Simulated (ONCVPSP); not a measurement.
## Building the ONCV potential for silicon (PBE, scalar-relativistic).

silicon (Si), optimised norm-conserving Vanderbilt (ONCV), made with ONCVPSP 4.0.1 (PBE, scalar-relativistic). Core [Ne], reference 3s2 3p2. Waves: 3s: rc 1.45 bohr, ncon 5, nbas 10, qcut 3.9 1/bohr, 3 projectors, debl 2.8 Ha; 3p: rc 1.55 bohr, ncon 4, nbas 8, qcut 4.9 1/bohr, 2 projectors, debl 2.6 Ha; d scattering state at 0.16 Ha: rc 1.50 bohr, ncon 3, nbas 7, qcut 7 1/bohr, 2 projectors, debl 2.2 Ha. Local part: polynomial inside 1.35 bohr (lpopt 1, dvloc0 0 Ha). Core correction: none.

All-electron outer shells of the reference configuration (PBE, scalar-relativistic, ld1.x):

| shell | level (eV) | outermost node (bohr) | outermost maximum (bohr) |
| --- | --- | --- | --- |
| 2s | -139.50 | 0.15 | 0.45 |
| 2p | -95.56 | – | 0.39 |
| 3s | -10.81 | 0.72 | 1.80 |
| 3p | -4.08 | 0.72 | 2.17 |

**Question.** Estimate the cutoffs (Ha) at which the residual kinetic energy of the hardest occupied pseudo-wave falls to 1 and 0.1 mHa per electron.

**Answer.** 14 Ha and 125 Ha. The cutoffs count occupied waves only; projector 2 of the s channel, the hardest unoccupied one, needs 162 Ha at the loose tolerance.

**Question.** Does the potential have ghost states?

**Answer.** Ghosts flagged at negative energy: s at -123.0 eV; GHOST(+) flags only above 600 eV. A true bound ghost makes a file unfit for plane-wave use.

**Question.** Which valence shell sets the plane-wave cutoff?

**Answer.** 3s: 14 Ha for 1 mHa per electron, against 3 Ha for 3p.

**Question.** Tests: 3s2 3p1; 3s2 3p0; 3s1 3p0; 3s2 3p1.5. Which has the largest error in its energy relative to the reference configuration, and how large is it?

**Answer.** 3s1 3p0, with +60 meV (all-electron minus pseudo) on +57.70 eV.
